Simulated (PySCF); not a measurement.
One of the candidates below gave these computed data.

All candidates are C7H7ClO2S.

| technique | computed result |
| --- | --- |
| 13C NMR | chemical shifts (computed TMS as zero) by class: 152.5 (1 C), 150.3 (1 C), 135.2 (2 C), 131.7 (2 C), 24.3 (1 C) ppm [GIAO PBE0/pcSseg-1] |
| Rotational structure | rotational constants A, B, C: 1.931, 0.482, 0.475 GHz [GFN2-xTB] |
| NMR, other nuclei | isotropic shieldings of nuclei other than C and H, by class: 49 (2 O), 177 (1 S), 293 (1 Cl) ppm [GIAO PBE0/pcSseg-1] |
| 1H NMR | chemical shifts (computed TMS as zero) by class: 8.16 (2 H), 7.67 (2 H), 2.61 (3 H) ppm [GIAO PBE0/pcSseg-1] |
| Dipole | 6.02 D [PBE0/pcSseg-1] |

Electronic properties: PySCF, gas phase, density fitting. Levels stand in brackets. The structure is a single GFN2-xTB conformer in the gas phase; no vibrational or solvent corrections. GFN2-xTB frequencies show an imaginary mode (33i cm⁻¹), so this geometry is no minimum at that level. NMR classes are plain means over equivalent atoms (diastereotopic ones count apart unless rotation or inversion swaps them), as if these changed places fast.

Question: Which candidate is it?
A. `Cc1ccc(S(=O)(=O)Cl)cc1`
B. `O=S(=O)(Cl)Cc1ccccc1`
C. `Cc1cccc(S(=O)(=O)Cl)c1`
D. `CS(=O)(=O)c1ccc(Cl)cc1`

Answer: A. It is `Cc1ccc(S(=O)(=O)Cl)cc1`. Numbering: `[CH3:1][c:2]1[cH:3][cH:4][c:5]([S:6](=[O:7])(=[O:8])[Cl:9])[cH:10][cH:11]1`. 7 carbons fall into 5 classes; from least to most shielded: substituted aromatic carbon [C2] (152.5 ppm), substituted aromatic carbon [C5] (150.3 ppm), aromatic CH carbon [C3/C11] (135.2 ppm, 2 C), aromatic CH carbon [C4/C10] (131.7 ppm, 2 C), benzylic-type carbon [C1] (24.3 ppm). Hydrogen classes from least to most shielded: 2 H on 2 aromatic CH carbons, C4/C10 (8.16 ppm), 2 H on 2 aromatic CH carbons, C3/C11 (7.67 ppm), 3 H on a benzylic-type carbon, C1 (2.61 ppm, a mean of values up to 0.5 ppm apart in this geometry). The other shieldings belong to: 49 ppm, sulfonyl oxygen [O7/O8]; 177 ppm, sulfonyl sulfur [S6]; 293 ppm, chlorine bonded to S [Cl9]. By its constants the optimised geometry is a nearly prolate symmetric top.

The others, at the same levels:
- `O=S(=O)(Cl)Cc1ccccc1` fails: its computed 13C shifts are 139.4 (2 C), 136.6 (1 C), 134.4 (2 C), 128.9 (1 C), 79.0 (1 C) ppm, 1H shifts are 7.78 (1 H), 7.74 (2 H), 7.73 (2 H), 4.58 (2 H) ppm and rotational constant A is 2.323 GHz (against 1.931 GHz).
- `Cc1cccc(S(=O)(=O)Cl)c1` fails: it has 7 carbon classes against 5; its computed 13C shifts are 152.6 (1 C), 146.7 (1 C), 141.1 (1 C), 134.9 (1 C), 131.5 (1 C), 128.0 (1 C), 23.7 (1 C) ppm, 1H shifts are 8.08 (1 H), 8.03 (1 H), 7.79 (1 H), 7.79 (1 H), 2.64 (3 H) ppm and rotational constant A is 1.554 GHz (against 1.931 GHz).
- `CS(=O)(=O)c1ccc(Cl)cc1` fails: its computed 13C shifts are 151.8 (1 C), 148.1 (1 C), 135.3 (2 C), 134.4 (2 C), 51.8 (1 C) ppm, rotational constant A is 2.535 GHz (against 1.931 GHz) and smallest rotational constant is 0.376 GHz (against 0.475 GHz).

Each candidate is one conformer, not necessarily the lowest. The conformers computed, where there is a choice (atom-mapped SMILES and torsion angles):
- `[CH3:1][c:2]1[cH:3][cH:4][c:5]([S:6](=[O:7])(=[O:8])[Cl:9])[cH:10][cH:11]1`: C4–C5–S6–O7 160°
- `[O:1]=[S:2](=[O:3])([Cl:4])[CH2:5][c:6]1[cH:7][cH:8][cH:9][cH:10][cH:11]1`: O1–S2–C5–C6 -67°, S2–C5–C6–C7 87°
- `[CH3:1][c:2]1[cH:3][cH:4][cH:5][c:6]([S:7](=[O:8])(=[O:9])[Cl:10])[cH:11]1`: C5–C6–S7–O8 -157°
- `[CH3:1][S:2](=[O:3])(=[O:4])[c:5]1[cH:6][cH:7][c:8]([Cl:9])[cH:10][cH:11]1`: C1–S2–C5–C6 -89°
